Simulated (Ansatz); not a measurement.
Geometry optimisation, RKS PBE0/def2-SVP in Ansatz 0.2.0.

The input (input.yaml):

```yaml
crystal:
  periodic: [false, false, false]
  atoms:
    - { symbol: O, position_ang: [-0.8212, 1.1999, -1.0697] }
    - { symbol: Sn, position_ang: [0.1629, 0.4081, 0.3855] }
    - { symbol: O, position_ang: [1.9683, 0.0136, -0.2596] }
    - { symbol: S, position_ang: [-0.8377, -1.6303, 1.0598] }
    - { symbol: H, position_ang: [-1.7938, 1.285, -0.7519] }
    - { symbol: H, position_ang: [0.2411, 1.5261, 1.7454] }
    - { symbol: H, position_ang: [1.904, -0.6801, -0.9368] }
    - { symbol: H, position_ang: [-0.7315, -2.1792, -0.2286] }
basis:
  gaussian: { orbitals: def2-SVP }
hamiltonian:
  xc: pbe0
relax:
  f_tol: 0.02
  max_steps: 50
```

Launched with:

```bash
$ ansatz run input.yaml --threads 2 --pin off --max-ram 3072MiB --backend cpu --events-out ev --progress --plain --runs-dir out
```

Problem. Where does it end, and by what steps?

Solution. The forces met the threshold. After 30 steps the energy has fallen by 0.304 eV; H7 moved furthest, 0.80 Å.

```json
{"step": "0", "energy less start (eV)": "0.0000", "largest force component (eV/Å)": "3.208", "accepted": "yes"}
{"step": "2", "energy less start (eV)": "-0.2526", "largest force component (eV/Å)": "0.532", "accepted": "yes"}
{"step": "4", "energy less start (eV)": "-0.2599", "largest force component (eV/Å)": "0.127", "accepted": "yes"}
{"step": "6", "energy less start (eV)": "-0.2655", "largest force component (eV/Å)": "0.324", "accepted": "yes"}
{"step": "8", "energy less start (eV)": "-0.2714", "largest force component (eV/Å)": "0.267", "accepted": "yes"}
{"step": "10", "energy less start (eV)": "-0.2320", "largest force component (eV/Å)": "1.043", "accepted": "no"}
{"step": "12", "energy less start (eV)": "-0.2874", "largest force component (eV/Å)": "0.139", "accepted": "yes"}
{"step": "14", "energy less start (eV)": "-0.2919", "largest force component (eV/Å)": "0.079", "accepted": "yes"}
{"step": "16", "energy less start (eV)": "-0.2995", "largest force component (eV/Å)": "0.071", "accepted": "yes"}
{"step": "18", "energy less start (eV)": "-0.1449", "largest force component (eV/Å)": "1.758", "accepted": "no"}
{"step": "20", "energy less start (eV)": "-0.2994", "largest force component (eV/Å)": "0.097", "accepted": "no"}
{"step": "22", "energy less start (eV)": "-0.3021", "largest force component (eV/Å)": "0.038", "accepted": "yes"}
{"step": "24", "energy less start (eV)": "-0.3025", "largest force component (eV/Å)": "0.024", "accepted": "yes"}
{"step": "26", "energy less start (eV)": "-0.3031", "largest force component (eV/Å)": "0.071", "accepted": "yes"}
{"step": "28", "energy less start (eV)": "-0.3035", "largest force component (eV/Å)": "0.060", "accepted": "yes"}
{"step": "30", "energy less start (eV)": "-0.3040", "largest force component (eV/Å)": "0.011", "accepted": "yes"}
```

```xyz
8
Properties=species:S:1:pos:R:3
O -0.878 1.544 -0.773
Sn 0.052 0.345 0.498
O 1.570 -0.501 -0.458
S -1.256 -1.592 1.060
H -1.456 1.054 -1.371
H 0.525 1.348 1.792
H 1.971 0.096 -1.102
H -0.436 -2.351 0.297
```

Whether the end is a true minimum wasn't checked by a vibrational analysis.

Run time: 95 s on 2 threads of Arm Neoverse V1, with other jobs on the host, peak memory 0.22 GiB.
